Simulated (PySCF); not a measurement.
**The 20-electron isoelectronic series, spin-free X2C**

Calculated with PySCF 2.14 from differences of total energies of unrestricted determinants, without spin-orbit coupling. Each ion has its own even-tempered basis scaled to its charge (18s12p8d4f3g for the first); frozen: [Ne]. Ionisation energies in eV, correlation energies of the ion in mhartree.

```csv
ion,configuration,UHF,LDA,PBE,PBE0,r2SCAN,MP2 (outer shells),E_corr MP2,"NIST (with spin-orbit, Breit and QED)"
Mo²²⁺,[Ar] 3d2 (3F),1017.7,1017.8,1018.1,1018.3,1019.2,1017.7,-414.9,1019 ± 4 (t)
Tc²³⁺,[Ar] 3d2 (3F),1099.6,1099.6,1099.9,1100.2,1101.1,1099.6,-418.5,1102 ± 4 (t)
Ru²⁴⁺,[Ar] 3d2 (3F),1184.6,1184.5,1184.9,1185.1,1186.1,1184.5,-421.5,1187 ± 4 (t)
Rh²⁵⁺,[Ar] 3d2 (3F),1272.6,1272.5,1272.8,1273.1,1274.1,1272.5,-425.1,1274 ± 4 (t)
Pd²⁶⁺,[Ar] 3d2 (3F),1363.6,1363.5,1363.9,1364.2,1365.2,1363.6,-427.9,1366 ± 4 (t)
Ag²⁷⁺,[Ar] 3d2 (3F),1457.8,1457.5,1458.0,1458.3,1459.4,1457.7,-430.8,1460 ± 4 (t)
Cd²⁸⁺,[Ar] 3d2 (3F),1555.0,1554.7,1555.1,1555.5,1556.6,1554.8,-433.3,1558 ± 4 (t)
In²⁹⁺,[Ar] 3d2 (3F),1655.3,1654.9,1655.4,1655.7,1656.8,1655.1,-436.2,1659 ± 4 (t)
Sn³⁰⁺,[Ar] 3d2 (3F),1758.6,1758.1,1758.6,1759.0,1760.2,1758.4,-439.1,1763 ± 4 (t)
Sb³¹⁺,[Ar] 3d2 (3F),1865.0,1864.4,1865.0,1865.4,1866.6,1864.8,-442.0,1869 ± 4 (t)
```

Each ion has its own basis, which adds noise of up to about 0.1 % along the series.

NIST values marked (s) are semi-empirical, (t) theoretical. Open shells are high-spin determinants of the terms that Hund's rules give.

Spin-orbit coupling of the open shells is absent from the calculated values and included in NIST's; it grows fast with Z.
